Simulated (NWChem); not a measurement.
Species: AlH3O; SMILES [OH][AlH2]

Computed with NWChem. Pople sets run with spherical d functions. The geometry was optimised at PBE0/def2-SVP. Vertical excitations in the gas phase; the lowest state need not have the same character in each row.

| level | lowest excitation, singlet (eV) | oscillator strength of that lowest state | lowest state with f > 0.02, singlet (eV) | oscillator strength of that bright state | lowest triplet (eV) | orbital gap (eV) |
|---|---|---|---|---|---|---|
| PBE/6-31G*, TDA | 5.39 | 0.001 | 6.93 | 0.035 | 5.03 | 5.28 |
| B3LYP/6-31G*, TDA | 5.80 | 0.001 | 7.42 | 0.043 | 5.44 | 7.00 |
| BHandHLYP/6-31G*, TDA | 6.32 | 0.000 | 7.63 | 0.021 | 5.91 | 9.45 |
| LRC-wPBEh/6-31G*, TDA | (withheld) | 0.000 | (withheld) | (withheld) | (withheld) | (withheld) |

Some entries are withheld; supply them.


- LRC-wPBEh/6-31G*, TDA, lowest excitation, singlet (eV): 5.96
- LRC-wPBEh/6-31G*, TDA, lowest state with f > 0.02, singlet (eV): 7.77
- LRC-wPBEh/6-31G*, TDA, oscillator strength of that bright state: 0.053
- LRC-wPBEh/6-31G*, TDA, lowest triplet (eV): 5.54
- LRC-wPBEh/6-31G*, TDA, orbital gap (eV): 10.90
